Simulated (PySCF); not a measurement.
C3H6OSi, SMILES C1OC=C[SiH2]1.

Geometry optimised at PBE0-D3(BJ)/def2-SVP. This is a generated structure with no PubChem entry under its InChIKey; it may be hypothetical. The values are those of a single conformer.

These are CAM-B3LYP/def2-TZVP run with PySCF values and carry that method's errors.

Symmetry labels are those of the subgroup Cs that the program uses (full group Cs).

### Question
List the valence orbital energies around the gap with their symmetry. (An estimate is asked for; the answer gives what the named calculation found.)

### Answer

```json
[
 {"orbital": "HOMO−7", "symmetry": "A\"", "energy (eV)": "-14.84"},
 {"orbital": "HOMO−6", "symmetry": "A'", "energy (eV)": "-13.82"},
 {"orbital": "HOMO−5", "symmetry": "A'", "energy (eV)": "-12.26"},
 {"orbital": "HOMO−4", "symmetry": "A\"", "energy (eV)": "-11.59"},
 {"orbital": "HOMO−3", "symmetry": "A\"", "energy (eV)": "-11.11"},
 {"orbital": "HOMO−2", "symmetry": "A'", "energy (eV)": "-10.87"},
 {"orbital": "HOMO−1", "symmetry": "A'", "energy (eV)": "-9.92"},
 {"orbital": "HOMO", "symmetry": "A\"", "energy (eV)": "-8.00"},
 {"orbital": "LUMO", "symmetry": "A\"", "energy (eV)": "1.27"},
 {"orbital": "LUMO+1", "symmetry": "A'", "energy (eV)": "1.39"},
 {"orbital": "LUMO+2", "symmetry": "A'", "energy (eV)": "1.92"},
 {"orbital": "LUMO+3", "symmetry": "A'", "energy (eV)": "2.77"}
]
```
